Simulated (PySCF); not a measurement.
**NMR data sheet: C$_{2}$H$_{11}$NO$_{3}$Si$_{3}$**

| Item | Value |
| --- | --- |
| Formula | C2H11NO3Si3 |
| SMILES | CC(=O)N[SiH2]O[SiH2]O[SiH3] |
| Point group of the computed structure | C1 |
| Degrees of unsaturation | 1 |
| Carbon signals | 2 |
| Proton signals | 5 |

Molfile (atoms numbered from 1):
```
C2H11NO3Si3
     RDKit          3D

 20 19  0  0  0  0  0  0  0  0999 V2000
   -4.0791   -0.1607   -0.8229 C   0  0  0  0  0  0  0  0  0  0  0  0
   -2.6980   -0.6020   -0.4071 C   0  0  0  0  0  0  0  0  0  0  0  0
   -2.3994   -1.7517   -0.1509 O   0  0  0  0  0  0  0  0  0  0  0  0
   -1.7485    0.3503   -0.3290 N   0  0  0  0  0  0  0  0  0  0  0  0
   -0.1772   -0.2478    0.1454 Si  0  0  0  0  0  4  0  0  0  0  0  0
    0.6790    1.1284    0.1560 O   0  0  0  0  0  0  0  0  0  0  0  0
    2.1630    1.7066    0.4465 Si  0  0  0  0  0  4  0  0  0  0  0  0
    3.2709    0.5452    0.3031 O   0  0  0  0  0  0  0  0  0  0  0  0
    3.7610   -0.9699   -0.0085 Si  0  0  0  0  0  4  0  0  0  0  0  0
   -4.0598    0.1505   -1.8659 H   0  0  0  0  0  0  0  0  0  0  0  0
   -4.4060    0.6807   -0.2160 H   0  0  0  0  0  0  0  0  0  0  0  0
   -4.7762   -0.9860   -0.7116 H   0  0  0  0  0  0  0  0  0  0  0  0
   -1.9757    1.3088   -0.5380 H   0  0  0  0  0  0  0  0  0  0  0  0
    0.3399   -1.1441   -0.8792 H   0  0  0  0  0  0  0  0  0  0  0  0
   -0.2405   -0.7856    1.4970 H   0  0  0  0  0  0  0  0  0  0  0  0
    2.3994    2.6909   -0.5974 H   0  0  0  0  0  0  0  0  0  0  0  0
    2.2121    2.1587    1.8283 H   0  0  0  0  0  0  0  0  0  0  0  0
    3.0244   -1.8869    0.8598 H   0  0  0  0  0  0  0  0  0  0  0  0
    5.1893   -0.9199    0.2994 H   0  0  0  0  0  0  0  0  0  0  0  0
    3.5162   -1.2548   -1.4217 H   0  0  0  0  0  0  0  0  0  0  0  0
  1  2  1  0
  2  3  2  0
  2  4  1  0
  4  5  1  0
  5  6  1  0
  6  7  1  0
  7  8  1  0
  8  9  1  0
  1 10  1  0
  1 11  1  0
  1 12  1  0
  4 13  1  0
  5 14  1  0
  5 15  1  0
  7 16  1  0
  7 17  1  0
  9 18  1  0
  9 19  1  0
  9 20  1  0
M  END
```

One averaged value for each set of equivalent atoms, a single conformation, no solvent model, non-relativistic Hamiltonian. Coordinates at the GFN2-xTB level; shieldings: GIAO PBE0/pcSseg-1; PySCF 2.14.

Chemical shifts δ = σref − σ; $^{1}$H, $^{13}$C, $^{29}$Si against TMS; NH3 for $^{15}$N; H2O for $^{17}$O, all at this level.

| carbon | δC, type | δH (multiplicity) | HMBC from (2–3 bonds) | span of the C tensor (ppm) |
| --- | --- | --- | --- | --- |
| C1 | 24.2, CH3 | 2.01 (s) | – | 56 |
| C2 | 178.9, C | – | H14/H15, H10/H11/H12 | 168 |

Other nuclei:
```csv
atoms,nucleus,environment,δ (ppm),σ (ppm)
H14/H15,$^{1}$H,"hydrogen on a silicon bonded to N, O",5.50,26.22
H18/H19/H20,$^{1}$H,hydrogen on a silicon bonded to O,5.20,26.51
H16/H17,$^{1}$H,hydrogen on a silicon bonded to 2 O,4.93,26.79
H13,$^{1}$H,hydrogen on an amide-type nitrogen,4.57,27.15
Si5,$^{29}$Si,"silicon bonded to N, O, 2 H",-42.2,391.4
Si9,$^{29}$Si,"silicon bonded to O, 3 H",-42.3,391.5
Si7,$^{29}$Si,"silicon bonded to 2 O, 2 H",-44.1,393.3
N4,$^{15}$N,amide-type nitrogen,131.4,136.4
O3,$^{17}$O,amide-type carbonyl oxygen,444.4,-108.3
O6,$^{17}$O,oxygen bonded to 2 Si,69.9,266.1
O8,$^{17}$O,oxygen bonded to 2 Si,40.9,295.2
```

Carbon types of the structure: 1 × C, 1 × CH3, leaving 8 H on heteroatoms. δC 178.9: amide carbonyl carbon; lone-pair donation from the attached heteroatom keeps it upfield of a ketone carbonyl. δC 24.2: methyl carbon α to a carbonyl; the adjacent C=O deshields it moderately. δH 5.50: hydrogen on a silicon bonded to N, O. δH 4.57: hydrogen on an amide-type nitrogen; exchangeable; this is the value without hydrogen bonding to other molecules. δH 2.01: hydrogen on a methyl carbon α to a carbonyl; α to C=O.

The OH or NH signal is concentration- and solvent-dependent in practice; the value given is the gas-phase one. Shifts are as computed. Against solution values, carbons near 30 ppm lie about +3 ppm off and those near 130 ppm about +5 ppm. Of 1211 compounds with measured shifts, 218 miss one by over three times the rms of a fit or turn the order of signals round; such compounds aren't used in these exercises. Hydrogen bonding in solution shields acid and N–H amide carbonyl oxygens by tens of ppm. Hydrogen bonding in solution deshields acid and N–H amide carbonyl carbons by as much as 10 ppm beyond these values. Unscaled 17O shifts of doubly bonded oxygen tend to come out too high, by tens of ppm or more. Experimental scales use liquid or dissolved standards, which lie at an offset from isolated NH3 (liquid NH3: subtract about 20 ppm) and H2O (liquid H2O: subtract about 36 ppm). Multiplicities follow the n + 1 count of equivalent neighbours, as no J values were calculated; m marks all less simple cases, F and P coupling included.
